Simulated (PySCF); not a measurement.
Computed shifts of a molecule C2H3ClFNSi, PBE/pcSseg-1 (PySCF), GIAO, gas phase, atoms alike by connectivity averaged where their shifts nearly agree, in ppm (number of nuclei): ¹³C: 98.8 (1), 83.3 (1). ²⁹Si: -41.1 (1). ¹⁵N: 51.6 (1). ¹⁹F: -117.0 (1). ¹H: 2.45 (1), 1.85 (1), 1.75 (1). References: ¹³C against TMS (σ = 182.0 ppm); ²⁹Si against TMS (σ = 335.4 ppm); ¹⁵N against NH3 (σ = 267.0 ppm); ¹⁹F against CFCl3 (σ = 133.6 ppm); ³⁵Cl against HCl (σ = 936.5 ppm); ¹H against TMS (σ = 31.49 ppm), references at their B3LYP-D3(BJ)/def2-TZVP geometries, non-relativistic (without spin–orbit terms, shifts of atoms bonded to Cl or Br come out too high). Geometry: B3LYP-D3(BJ)/def2-SVP. One conformer was computed; it need not be the lowest.

Question: Identify the compound among the candidates.
A. N#C[C@H](F)[SiH2]Cl
B. C#C[Si@@](N)(F)Cl
C. N#CC[Si@@H](F)Cl

Answer: B, C#C[Si@@](N)(F)Cl
